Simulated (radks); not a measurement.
Results of a calculation; reference values are marked as such.
Species: Se. Configuration: [Ar] 3d10 4s2 4p4 (the NIST ground configuration).

Level of theory: scalar-relativistic Kohn-Sham, BLYP, spin-polarised, spherical densities, finite nucleus; open shells are filled with parallel spins first; Fermi nuclear charge, rms radius 4.14 fm (a radial shooting solver on a logarithmic mesh with Libxc functionals).

Energy parts (eV):
total: -66134.441
kinetic: 67488.033
electron-nucleus: -159424.865
Hartree: 28203.972
exchange-correlation: -2401.582

Orbitals (lengths in bohr, moments of r in powers of bohr; <r^-3> diverges for s and p1/2):
[
 {"orbital": "1s up", "occ.": "1", "eigenvalue (eV)": "-12507.82", "<r^-3>": "-", "<r^2>": "0.002616", "<r>": "0.04408", "<1/r>": "34.56"},
 {"orbital": "1s down", "occ.": "1", "eigenvalue (eV)": "-12507.72", "<r^-3>": "-", "<r^2>": "0.002616", "<r>": "0.04408", "<1/r>": "34.56"},
 {"orbital": "2s up", "occ.": "1", "eigenvalue (eV)": "-1607.293", "<r^-3>": "-", "<r^2>": "0.04528", "<r>": "0.1960", "<1/r>": "7.631"},
 {"orbital": "2s down", "occ.": "1", "eigenvalue (eV)": "-1607.240", "<r^-3>": "-", "<r^2>": "0.04528", "<r>": "0.1960", "<1/r>": "7.631"},
 {"orbital": "2p up", "occ.": "3", "eigenvalue (eV)": "-1414.009", "<r^-3>": "1228", "<r^2>": "0.03585", "<r>": "0.1711", "<1/r>": "7.475"},
 {"orbital": "2p down", "occ.": "3", "eigenvalue (eV)": "-1413.916", "<r^-3>": "1228", "<r^2>": "0.03585", "<r>": "0.1711", "<1/r>": "7.475"},
 {"orbital": "3s up", "occ.": "1", "eigenvalue (eV)": "-213.0646", "<r^-3>": "-", "<r^2>": "0.3798", "<r>": "0.5743", "<1/r>": "2.488"},
 {"orbital": "3s down", "occ.": "1", "eigenvalue (eV)": "-212.9356", "<r^-3>": "-", "<r^2>": "0.3797", "<r>": "0.5742", "<1/r>": "2.488"},
 {"orbital": "3p up", "occ.": "3", "eigenvalue (eV)": "-152.6565", "<r^-3>": "174.2", "<r^2>": "0.4085", "<r>": "0.5899", "<1/r>": "2.336"},
 {"orbital": "3p down", "occ.": "3", "eigenvalue (eV)": "-152.5125", "<r^-3>": "174.2", "<r^2>": "0.4080", "<r>": "0.5897", "<1/r>": "2.336"},
 {"orbital": "3d up", "occ.": "5", "eigenvalue (eV)": "-52.9481", "<r^-3>": "19.93", "<r^2>": "0.5006", "<r>": "0.6320", "<1/r>": "2.029"},
 {"orbital": "3d down", "occ.": "5", "eigenvalue (eV)": "-52.7537", "<r^-3>": "19.98", "<r^2>": "0.4966", "<r>": "0.6301", "<1/r>": "2.033"},
 {"orbital": "4s up", "occ.": "1", "eigenvalue (eV)": "-17.7300", "<r^-3>": "-", "<r^2>": "3.680", "<r>": "1.789", "<1/r>": "0.7400"},
 {"orbital": "4s down", "occ.": "1", "eigenvalue (eV)": "-16.3609", "<r^-3>": "-", "<r^2>": "3.710", "<r>": "1.793", "<1/r>": "0.7418"},
 {"orbital": "4p up", "occ.": "3", "eigenvalue (eV)": "-6.8759", "<r^-3>": "11.45", "<r^2>": "6.151", "<r>": "2.281", "<1/r>": "0.5782"},
 {"orbital": "4p down", "occ.": "1", "eigenvalue (eV)": "-5.6035", "<r^-3>": "11.00", "<r^2>": "6.668", "<r>": "2.360", "<1/r>": "0.5648"}
]

The highest occupied level is 4p down at -5.603 eV. Summed over all electrons, <r^2> = 41.02 bohr^2, which gives a Langevin (diamagnetic) susceptibility term of -32.5 x 10^-6 cm^3/mol. The electron density at the nucleus is 4.029e+04 e/bohr^3 (large components only). The spin density at the nucleus is -0.4382 e/bohr^3 (1s -0.1757, 2s 0.0601, 3s 0.0648, 4s -0.3874).
